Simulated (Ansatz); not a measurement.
A nudged elastic band was laid between two geometries of ClF2GeH (5 atoms, charge 0, multiplicity 1).

These are results of RKS PBE0/def2-SVP (Ansatz), not measurements.

- movable images: 7
- climbing image: yes
- spring: 5.0 eV/Å²
- optimiser: quadratic models (default)
- start path: through a guess of the saddle point
- force threshold: 0.05 eV/Å
- iteration limit: 42
- end points: relaxed

Initial state:

```xyz
5
Properties=species:S:1:pos:R:3
Ge 0.297 0.044 0.117
F 0.291 0.029 1.836
H 1.722 -0.001 -0.411
Cl -0.807 1.736 -0.528
F -0.564 -1.368 -0.349
```

Final state:

```xyz
5
Properties=species:S:1:pos:R:3
Ge 0.560 0.516 -0.927
F 1.103 0.023 1.324
H 0.575 -0.726 1.078
Cl -1.192 1.721 -0.397
F -0.108 -1.093 -0.414
```

Task: Which bonds break or form, and what moves?

Result: Bonds broken: Ge1–F2, Ge1–H3. Bonds formed: F2–H3. ClF2GeH becomes ClFGe + FH.

Task: What energy profile does the band end with?

Result: The forces met the threshold. The highest image is number 2 of 0 to 8, 56.3 kcal/mol above the first end and 41.0 kcal/mol above the last; the last end lies 15.2 kcal/mol above the first. Neighbouring images differ by up to 1.7 eV, so the band resolves the path poorly. A vibrational analysis at the climbing image gives one clearly imaginary mode, 1334i cm⁻¹: a first-order saddle point. The orbitals stay closed-shell, which can raise the energy where a bond breaks towards radicals; this wasn't checked here.

```tsv
image	path coordinate (Å)	energy (kcal/mol)	Ge1–F2 (Å)	Ge1–H3 (Å)	F2–H3 (Å)
0	0.00	0.0	1.72	1.52	2.66
1	0.63	17.7	1.74	1.51	2.04
2	1.25	56.3	1.95	1.62	1.34
3	1.75	29.7	2.27	2.05	0.96
4	2.24	22.5	2.42	2.67	0.93
5	2.74	21.5	2.46	2.95	0.93
6	3.23	20.2	2.47	2.94	0.93
7	3.73	17.5	2.45	2.73	0.93
8	4.22	15.2	2.37	2.36	0.95
```

Task: What is the geometry of the highest image?

Result: 
```xyz
5
Properties=species:S:1:pos:R:3
Ge 0.255 0.045 -0.338
F 0.871 0.010 1.511
H 1.675 -0.022 0.434
Cl -1.059 1.728 -0.527
F -0.803 -1.320 -0.416
```

Run time: 6.4 min on 2 threads of Intel(R) Xeon(R) Platinum 8259CL CPU @ 2.50GHz (Skylake/Cascade Lake), on a shared host, peak memory 0.21 GiB.
